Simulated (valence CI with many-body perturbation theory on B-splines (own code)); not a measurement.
Values are calculated unless marked as measured or tabulated.
**Sensitivity of CI+MBPT for Fe XX**

Method: relativistic CI+MBPT: five valence electrons over a frozen Dirac-Fock core [He], radial functions for each j: 6 s, 6 p, 5 d, 3 f, 1 g, with the one-electron correlation potential Σ1, the two-electron term Σ2, the three-electron term Σ3, Breit, model QED; selected CI, second order for the rest, scaled by the run's own slope (own B-spline code, finite nucleus).

No measured spectrum was set against this ion. As an estimate, levels of excited configurations hold to 0.05 to 0.15 % of their energy, terms of the ground configuration to about 0.5 %. Among the levels kept, up to 4500 cm⁻¹ of a level comes from second order outside the variational space, and about a tenth of that is noise between levels of different J, which matters for small intervals.

The reference run has the lowest level 2s²2p³ ⁴S°_3/2 and an ionisation energy of 1573.07 eV. Its largest variational space holds 12329 state functions.

Changed runs:
A. scale of Σ1 1 → 0; scale of Σ2 1 → 0; three-electron term on → off
B. scale of Σ1 1 → 0; selection threshold (hartree) 2e-08 → 1e-05
C. size limit of the variational space 10000 → 1500; shift of the energy in Σ1 (hartree) 0 → 6.4; second order for the rest on → off
D. scale of Σ1 1 → 2 (bad on purpose)

Excitation energies of the reference run in cm⁻¹, and shifts in cm⁻¹:

```tsv
Level	Reference	A	B	C	D
2s²2p³ ²D°_3/2	139101	-110	-30	+911	+29
2s²2p³ ²D°_5/2	176610	-107	-104	+1598	+85
2s²2p³ ²P°_1/2	260960	-415	-82	-605	+66
2s²2p³ ²P°_3/2	323889	-440	-180	+970	+177
2s2p⁴ ⁴P_5/2	752942	+2325	+1233	+1725	-1239
2s2p⁴ ⁴P_3/2	820831	+2235	+1150	+1665	-1157
2s2p⁴ ⁴P_1/2	842728	+2227	+1137	-2162	-1145
2s2p⁴ ²D_3/2	1043430	+3308	+1164	+3728	-1175
2s2p⁴ ²D_5/2	1059190	+3136	+1119	+3614	-1138
2s2p⁴ ²S_1/2	1196480	+3584	+1142	-243	-1157
2s2p⁴ ²P_3/2	1243670	+5627	+1160	+5040	-1171
2s2p⁴ ²P_1/2	1341270	+4930	+1027	+28	-1040
Ionisation energy (eV)	1573.07	-0.19	-0.26	-0.95	+0.26
```
